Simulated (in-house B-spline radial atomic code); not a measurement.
Ionising Nb6+ with different functionals

Computed with a radial B-spline atomic code at the basis-set limit: four-component Dirac-Coulomb Hamiltonian, Fermi nucleus of rms radius 4.324 fm, spin-restricted, spherical fractional occupations for the functionals. The ionisation energy is the difference of two self-consistent energies, [Ar] 3d10 4s2 4p5 → [Ar] 3d10 4s2 4p4, without Breit or QED terms; ε is the level of the shell that loses the electron (mean over j). The electron is taken from both j subshells in proportion to 2j + 1, so the result is a j average, not the step between ground levels.

Hybrids are left out here: with spherical fractional occupations of an open shell their exact exchange keeps a self-interaction that integer-occupation calculations don't have.

```tsv
method	rung	ΔSCF (eV)	-ε(4p) (eV)
LDA VWN5	LDA	121.11	111.94
relativistic LDA	LDA	121.05	111.89
LDA PW92	LDA	121.10	111.94
LDA exchange-only	LDA	119.28	110.12
PBE	GGA	120.90	111.77
PBEsol	GGA	?	?
BLYP	GGA	120.73	111.58
RPBE	GGA	120.87	111.75
PW91	GGA	?	?
BP86	GGA	121.03	111.89
AM05	GGA	120.92	111.77
OLYP	GGA	121.22	112.09
```

(1) What does PW91 give?

(2) What does PBEsol give?

(3) How do they compare with the NIST value?

## Answers

(1) ΔSCF 121.02 eV, and -ε(4p) = 111.87 eV.

(2) ΔSCF 120.91 eV, and -ε(4p) = 111.76 eV.

(3) NIST lists 119.1 eV ± 0.4 (measured, ground level to ground level). Errors run from +0.18 to +2.12 eV. The correlated functionals all miss on the same side by more than they spread, so the cause is common to them (Breit-QED terms, spin polarisation, the choice among j levels, multiplet and fine-structure energies, or a listed next ion that isn't the cheapest removal here) and closeness doesn't rank the functionals.
